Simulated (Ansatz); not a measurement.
Correlation energies of ClF2NbO, SMILES `[O]=[Nb]([F])([F])[Cl]` by basis set

```xyz
5

O     0.320    1.661    0.251
Nb   -0.053    0.052   -0.045
F    -1.810   -0.221    0.476
F     0.169   -0.249   -1.860
Cl    1.373   -1.243    1.178
```

Total charge 0; spin multiplicity 1. Correlated methods include outer-core shells of Nb, which these sets cover unevenly. Nb: def2 effective core potential. Geometry: relaxed with PBE0-D4/def2-TZVP. Frozen core, restricted reference, Ansatz.

```tsv
basis	HF (Eh)	MP2 corr.	CCSD corr.	(T)	CCSD(T) total
def2-SVP	-789.46870	-1.03980	-1.01117	-0.03993	-790.51980
def2-TZVPP	-790.00168	-1.40137	-1.36922	-0.06739	-791.43829
def2-QZVPP	-790.03175	-1.53363	–	–	–
```
